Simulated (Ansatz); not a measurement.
# Nudged elastic band run: CH₈BNO

Input:

```yaml
crystal:
  periodic: [false, false, false]
  atoms:
    - { symbol: B, position_ang: [-0.015478, 0.232344, -0.015465] }
    - { symbol: H, position_ang: [0.516627, -0.499062, 0.811536] }
    - { symbol: H, position_ang: [0.736806, 0.622504, -0.895342] }
    - { symbol: O, position_ang: [-1.307202, -0.164973, -0.496118] }
    - { symbol: H, position_ang: [-1.632226, -0.909611, 0.018697] }
    - { symbol: "N", position_ang: [-0.29267, 1.651998, 0.849863] }
    - { symbol: H, position_ang: [-0.814247, 2.260187, 0.21837] }
    - { symbol: C, position_ang: [0.923493, 2.315569, 1.339297] }
    - { symbol: H, position_ang: [1.454801, 1.61695, 1.989489] }
    - { symbol: H, position_ang: [1.559285, 2.534016, 0.479224] }
    - { symbol: H, position_ang: [0.702266, 3.23771, 1.884682] }
    - { symbol: H, position_ang: [-0.925954, 1.438566, 1.619968] }
basis:
  gaussian: { orbitals: "6-31G*" }
hamiltonian:
  xc: pbe0
neb:
  order_check: false
  images: 5
  f_tol: 0.05
  max_iterations: 60
  final_atoms:
    - { symbol: B, position_ang: [-0.14038533, 0.52261228, -0.42907004] }
    - { symbol: H, position_ang: [-0.61242592, 0.33819175, 3.51074552] }
    - { symbol: H, position_ang: [0.90104625, -0.03541813, -0.66879166] }
    - { symbol: O, position_ang: [-1.34324121, 0.04916313, -0.89546044] }
    - { symbol: H, position_ang: [-1.22027714, -0.75542453, -1.40842086] }
    - { symbol: "N", position_ang: [-0.13519566, 1.68738355, 0.35169122] }
    - { symbol: H, position_ang: [-1.01924958, 2.14575927, 0.53255544] }
    - { symbol: C, position_ang: [1.02273673, 2.348895, 0.89958808] }
    - { symbol: H, position_ang: [1.91710885, 1.77640627, 0.63851758] }
    - { symbol: H, position_ang: [1.14530076, 3.36488854, 0.49967919] }
    - { symbol: H, position_ang: [0.97719657, 2.4191556, 1.99497449] }
    - { symbol: H, position_ang: [-0.58711332, 0.47458527, 2.77819249] }
  initial_path:
    images:
      - { positions_ang: [[-0.015478, 0.232344, -0.015465], [0.516627, -0.499062, 0.811536], [0.736806, 0.622504, -0.895342], [-1.307202, -0.164973, -0.496118], [-1.632226, -0.909611, 0.018697], [-0.29267, 1.651998, 0.849863], [-0.814247, 2.260187, 0.21837], [0.923493, 2.315569, 1.339297], [1.454801, 1.61695, 1.989489], [1.559285, 2.534016, 0.479224], [0.702266, 3.23771, 1.884682], [-0.925954, 1.438566, 1.619968]] }
      - { positions_ang: [[-0.02908176, 0.15282009, -0.00338715], [0.33087612, -0.3264296, 1.06118564], [0.81360794, 0.39534074, -0.79152614], [-1.2992806, -0.09886856, -0.55491917], [-1.69675178, -0.86901029, -0.13590174], [-0.26480722, 1.68516068, 0.75894832], [-0.91619157, 2.26505606, 0.2909941], [0.92661718, 2.35123034, 1.29779801], [1.54679887, 1.63771334, 1.80036583], [1.48183309, 2.75868449, 0.49837728], [0.66969152, 3.12103663, 1.97900301], [-0.6578108, 1.26346408, 1.60326301]] }
      - { positions_ang: [[-0.04268552, 0.07329618, 0.0086907], [0.14512524, -0.15379719, 1.31083528], [0.89040988, 0.16817748, -0.68771029], [-1.29135919, -0.03276413, -0.61372034], [-1.76127755, -0.82840957, -0.29050048], [-0.23694445, 1.71832335, 0.66803363], [-1.01813614, 2.26992511, 0.3636182], [0.92974136, 2.38689169, 1.25629903], [1.63879675, 1.65847667, 1.61124265], [1.40438118, 2.98335299, 0.51753056], [0.63711704, 3.00436326, 2.07332403], [-0.3896676, 1.08836216, 1.58655803]] }
      - { positions_ang: [[-0.05628928, -0.00622773, 0.02076855], [-0.04062563, 0.01883521, 1.56048492], [0.96721182, -0.05898578, -0.58389443], [-1.28343779, 0.03334031, -0.67252152], [-1.82580333, -0.78780886, -0.44509921], [-0.20908167, 1.75148603, 0.57711895], [-1.12008071, 2.27479417, 0.4362423], [0.93286554, 2.42255303, 1.21480004], [1.73079462, 1.67924001, 1.42211948], [1.32692927, 3.20802148, 0.53668383], [0.60454255, 2.88768989, 2.16764504], [-0.1215244, 0.91326024, 1.56985304]] }
      - { positions_ang: [[-0.0843213, 0.17005227, -0.12917765], [-0.23122573, 0.12528739, 2.21057179], [0.94515663, -0.05112989, -0.61219351], [-1.30337226, 0.03861458, -0.74683449], [-1.62396126, -0.77701408, -0.76620643], [-0.184453, 1.73011853, 0.50197637], [-1.08647033, 2.23178254, 0.46834668], [0.96282261, 2.39800035, 1.10972939], [1.79289937, 1.71162876, 1.16091885], [1.26638643, 3.2603105, 0.52434895], [0.72876056, 2.7315118, 2.11008819], [-0.27672071, 0.76703525, 1.97263286]] }
      - { positions_ang: [[-0.11235331, 0.34633227, -0.27912384], [-0.42182582, 0.23173957, 2.86065865], [0.92310144, -0.04327401, -0.64049258], [-1.32330674, 0.04388886, -0.82114747], [-1.4221192, -0.7662193, -1.08731364], [-0.15982433, 1.70875104, 0.4268338], [-1.05285995, 2.1887709, 0.50045106], [0.99277967, 2.37344767, 1.00465873], [1.85500411, 1.74401752, 0.89971821], [1.2058436, 3.31259952, 0.51201407], [0.85297856, 2.5753337, 2.05253134], [-0.43191702, 0.62081026, 2.37541267]] }
      - { positions_ang: [[-0.14038533, 0.52261228, -0.42907004], [-0.61242592, 0.33819175, 3.51074552], [0.90104625, -0.03541813, -0.66879166], [-1.34324121, 0.04916313, -0.89546044], [-1.22027714, -0.75542453, -1.40842086], [-0.13519566, 1.68738355, 0.35169122], [-1.01924958, 2.14575927, 0.53255544], [1.02273673, 2.348895, 0.89958808], [1.91710885, 1.77640627, 0.63851758], [1.14530076, 3.36488854, 0.49967919], [0.97719657, 2.4191556, 1.99497449], [-0.58711332, 0.47458527, 2.77819249]] }
```

Command:

```bash
$ ansatz run input.yaml --threads 1 --pin off --max-ram 2048MiB --backend cpu --events-out ev --progress --plain --runs-dir out
```

Output, in part (warnings, iteration lines, the closing report on the highest movable image, with atoms numbered from 0):

```
NEB end point (image 0): max|allowed force component| = 2.771e-2 eV/Å (the criterion of neb.relax_end_points is 1.000e-2)
NEB end point (image 6): max|allowed force component| = 2.271e-2 eV/Å (the criterion of neb.relax_end_points is 1.000e-2)
NEB iter   1: max|band force component| = 7.746e0 eV/Å  barrier→ = 4.0629 eV  barrier← = 4.3917 eV  Δτ_max = 0.2000 Å  (173 SCF iters)
NEB iter   2: max|band force component| = 5.030e0 eV/Å  barrier→ = 2.5073 eV  barrier← = 2.8361 eV  Δτ_max = 0.1981 Å  (138 SCF iters)
NEB iter   3: max|band force component| = 2.568e0 eV/Å  barrier→ = 2.2873 eV  barrier← = 2.6161 eV  Δτ_max = 0.1975 Å  (140 SCF iters)
NEB iter   4: max|band force component| = 1.255e0 eV/Å  barrier→ = 1.9922 eV  barrier← = 2.3209 eV  Δτ_max = 0.1936 Å  (131 SCF iters)
NEB iter   5: max|band force component| = 6.456e-1 eV/Å  barrier→ = 1.8177 eV  barrier← = 2.1465 eV  Δτ_max = 0.2000 Å  (128 SCF iters)
NEB iter   6: max|band force component| = 7.460e-1 eV/Å  barrier→ = 1.6823 eV  barrier← = 2.0111 eV  Δτ_max = 0.1000 Å  (128 SCF iters)
NEB iter   7: max|band force component| = 8.688e-1 eV/Å  barrier→ = 1.5560 eV  barrier← = 1.8848 eV  Δτ_max = 0.0500 Å  (130 SCF iters)
NEB iter   8: max|band force component| = 8.027e-1 eV/Å  barrier→ = 1.4306 eV  barrier← = 1.7594 eV  Δτ_max = 0.1003 Å  (122 SCF iters)
NEB iter   9: max|band force component| = 8.972e-1 eV/Å  barrier→ = 1.2104 eV  barrier← = 1.5392 eV  Δτ_max = 0.0502 Å  (130 SCF iters)
NEB iter  10: max|band force component| = 7.732e-1 eV/Å  barrier→ = 1.1109 eV  barrier← = 1.4397 eV  Δτ_max = 0.0499 Å  (118 SCF iters)
NEB iter  11: max|band force component| = 8.596e-1 eV/Å  barrier→ = 1.0302 eV  barrier← = 1.3590 eV  Δτ_max = 0.1005 Å  (126 SCF iters)
NEB iter  12: max|band force component| = 1.064e0 eV/Å  barrier→ = 0.8372 eV  barrier← = 1.1660 eV  Δτ_max = 0.1003 Å  (124 SCF iters)
NEB iter  13: max|band force component| = 1.275e0 eV/Å  barrier→ = 0.6692 eV  barrier← = 0.9980 eV  Δτ_max = 0.1001 Å  (126 SCF iters)
NEB iter  14: max|band force component| = 1.131e0 eV/Å  barrier→ = 0.5009 eV  barrier← = 0.8297 eV  Δτ_max = 0.1999 Å  (121 SCF iters)
NEB iter  15: max|band force component| = 5.685e-1 eV/Å  barrier→ = 0.5243 eV  barrier← = 0.8531 eV  Δτ_max = 0.1742 Å  (131 SCF iters)
NEB iter  16: max|band force component| = 1.351e0 eV/Å  barrier→ = 0.4062 eV  barrier← = 0.7350 eV  CI = image 4  Δτ_max = 0.2000 Å  (128 SCF iters)
NEB iter  17: max|band force component| = 1.431e0 eV/Å  barrier→ = 0.4697 eV  barrier← = 0.7985 eV  CI = image 4  Δτ_max = 0.2000 Å  (129 SCF iters)
NEB iter  18: max|band force component| = 1.653e0 eV/Å  barrier→ = 0.4709 eV  barrier← = 0.7997 eV  CI = image 4  Δτ_max = 0.2000 Å  (127 SCF iters)
NEB iter  19: max|band force component| = 1.518e0 eV/Å  barrier→ = 0.4604 eV  barrier← = 0.7892 eV  CI = image 4  Δτ_max = 0.2000 Å  (130 SCF iters)
NEB iter  20: max|band force component| = 1.809e0 eV/Å  barrier→ = 0.4649 eV  barrier← = 0.7937 eV  CI = image 4  Δτ_max = 0.2000 Å  (125 SCF iters)
NEB iter  21: max|band force component| = 2.276e0 eV/Å  barrier→ = 0.5538 eV  barrier← = 0.8826 eV  CI = image 4  Δτ_max = 0.2000 Å  (125 SCF iters)
NEB iter  22: max|band force component| = 2.689e0 eV/Å  barrier→ = 0.7298 eV  barrier← = 1.0586 eV  CI = image 4  Δτ_max = 0.2000 Å  (125 SCF iters)
NEB iter  23: max|band force component| = 2.979e0 eV/Å  barrier→ = 1.1037 eV  barrier← = 1.4325 eV  CI = image 4  Δτ_max = 0.2000 Å  (122 SCF iters)
NEB iter  24: max|band force component| = 2.939e0 eV/Å  barrier→ = 1.4185 eV  barrier← = 1.7473 eV  CI = image 4  Δτ_max = 0.1980 Å  (129 SCF iters)
NEB iter  25: max|band force component| = 2.959e0 eV/Å  barrier→ = 1.5776 eV  barrier← = 1.9064 eV  CI = image 4  Δτ_max = 0.1971 Å  (128 SCF iters)
NEB iter  26: max|band force component| = 2.724e0 eV/Å  barrier→ = 1.6631 eV  barrier← = 1.9919 eV  CI = image 4  Δτ_max = 0.1978 Å  (130 SCF iters)
NEB iter  27: max|band force component| = 2.430e0 eV/Å  barrier→ = 1.7008 eV  barrier← = 2.0296 eV  CI = image 4  Δτ_max = 0.2000 Å  (126 SCF iters)
NEB iter  28: max|band force component| = 2.128e0 eV/Å  barrier→ = 1.7138 eV  barrier← = 2.0426 eV  CI = image 4  Δτ_max = 0.2000 Å  (125 SCF iters)
NEB iter  29: max|band force component| = 1.563e0 eV/Å  barrier→ = 1.7360 eV  barrier← = 2.0648 eV  CI = image 4  Δτ_max = 0.1973 Å  (127 SCF iters)
NEB iter  30: max|band force component| = 1.223e0 eV/Å  barrier→ = 1.7280 eV  barrier← = 2.0568 eV  CI = image 4  Δτ_max = 0.0719 Å  (127 SCF iters)
NEB iter  31: max|band force component| = 7.555e-1 eV/Å  barrier→ = 1.7005 eV  barrier← = 2.0293 eV  CI = image 4  Δτ_max = 0.0692 Å  (121 SCF iters)
NEB iter  32: max|band force component| = 3.837e-1 eV/Å  barrier→ = 1.6785 eV  barrier← = 2.0073 eV  CI = image 4  Δτ_max = 0.0398 Å  (113 SCF iters)
NEB iter  33: max|band force component| = 1.630e-1 eV/Å  barrier→ = 1.6737 eV  barrier← = 2.0025 eV  CI = image 4  Δτ_max = 0.0489 Å  (116 SCF iters)
NEB iter  34: max|band force component| = 2.088e-1 eV/Å  barrier→ = 1.6717 eV  barrier← = 2.0005 eV  CI = image 4  Δτ_max = 0.0245 Å  (114 SCF iters)
NEB iter  35: max|band force component| = 1.776e-1 eV/Å  barrier→ = 1.6700 eV  barrier← = 1.9988 eV  CI = image 4  Δτ_max = 0.0245 Å  (115 SCF iters)
NEB iter  36: max|band force component| = 5.454e-2 eV/Å  barrier→ = 1.6689 eV  barrier← = 1.9977 eV  CI = image 4  Δτ_max = 0.0444 Å  (114 SCF iters)
NEB iter  37: max|band force component| = 6.013e-2 eV/Å  barrier→ = 1.6682 eV  barrier← = 1.9970 eV  CI = image 4  Δτ_max = 0.0222 Å  (121 SCF iters)
NEB iter  38: max|band force component| = 4.049e-2 eV/Å  barrier→ = 1.6680 eV  barrier← = 1.9968 eV  CI = image 4  Δτ_max = 0.0000 Å  (233 SCF iters)
Total energy: -5373.65759206 eV, -197.4782741123 hartree
Atom 0 at    -0.241666     0.302277     0.299767 Å, force     0.040718    -0.007642    -0.003599 eV/Å
Atom 1 at    -0.526065    -0.442282     1.518486 Å, force    -0.004043    -0.000512     0.004689 eV/Å
Atom 2 at     0.844195    -0.147370     0.020610 Å, force    -0.004541    -0.000424    -0.000056 eV/Å
Atom 3 at    -1.333850     0.213653    -0.561993 Å, force    -0.021641    -0.008478    -0.008763 eV/Å
Atom 4 at    -1.285149    -0.587831    -1.093710 Å, force    -0.003987     0.005803    -0.000792 eV/Å
Atom 5 at    -0.171675     1.665790     1.050392 Å, force    -0.021791     0.035888     0.004119 eV/Å
Atom 6 at    -1.041427     2.181603     0.959387 Å, force     0.009999    -0.005588    -0.004010 eV/Å
Atom 7 at     1.016407     2.494887     0.975163 Å, force     0.013759    -0.005296     0.006010 eV/Å
Atom 8 at     1.890421     1.892002     1.235861 Å, force    -0.002874     0.005263     0.000668 eV/Å
Atom 9 at     1.176693     2.902180    -0.033301 Å, force    -0.006749    -0.008836    -0.000475 eV/Å
Atom 10 at     0.957745     3.327815     1.683647 Å, force    -0.003453    -0.003763     0.000767 eV/Å
Atom 11 at    -0.380128     0.533472     1.749891 Å, force     0.004602    -0.006413     0.001441 eV/Å
Dipole moment:     0.103428     0.189203     0.039460 e Å
```

The run converged. Neighbouring images differ by up to 1.9 eV, so the band resolves the path poorly. A vibrational analysis at the climbing image gives one clearly imaginary mode, 1492i cm⁻¹: a first-order saddle point. The orbitals stay closed-shell, which can raise the energy where a bond breaks towards radicals; this wasn't checked here.

Final band (atoms are numbered from 1 in the order of the input):

```
image  path coordinate (Å)  energy (kJ/mol)  B1–H2 (Å)  N6–H12 (Å)  H2–H12 (Å)
    0                 0.00              0.0       1.23        1.02        2.55
    1                 1.06              3.5       1.22        1.02        2.42
    2                 2.12              7.1       1.22        1.02        2.36
    3                 3.18             11.9       1.23        1.02        2.17
    4                 4.24            160.9       1.46        1.35        1.01
    5                 6.08            -26.5       3.08        2.65        0.74
    6                 7.92            -31.7       3.97        2.75        0.75
```

Run time: 9.5 min on 1 thread of Arm Neoverse V1 (shared host), peak memory 0.15 GiB.
